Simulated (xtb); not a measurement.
B(Cl)(F)(SH) (BClFHS), SMILES FB(S)Cl. All values are semi-empirical tight-binding results from xtb (GFN2-xTB unless named), good for trends rather than for accurate numbers. Geometry: GFN2-xTB. Other conformers were not sampled.

Optimised geometry:

Bonded distances (Å): B1–Cl2 1.715, B1–F3 1.328, B1–S4 1.795, S4–H5 1.329. Bond angles (°): Cl2–B1–F3 118.3, Cl2–B1–S4 123.2, F3–B1–S4 118.5, B1–S4–H5 95.9.

| Property | Result |
|---|---|
| point group as xtb finds it | Cs |
| orbital gap | 4.50 eV |
| zero-point energy | 10.1 kcal/mol |
| G − E(el) at 298.15 K (modified RRHO) | -7.9 kcal/mol |
| static polarisability (D4 model) | 49.6 bohr³ |
| solvation energy, GFN2-xTB/ALPB(water) | -2.2 kcal/mol |
| solvation energy, GFN2-xTB/ALPB(thf) | -5.1 kcal/mol |

### Question
Give the atomic charges and the Wiberg bond orders between heavy atoms. (Estimate from the structure and the level; the computed values follow.)

### Answer
charges (e) B1 0.49, Cl2 -0.20, F3 -0.26, S4 -0.23, H5 0.19. Bond orders B1–Cl2 1.11, B1–F3 1.07, B1–S4 1.20.
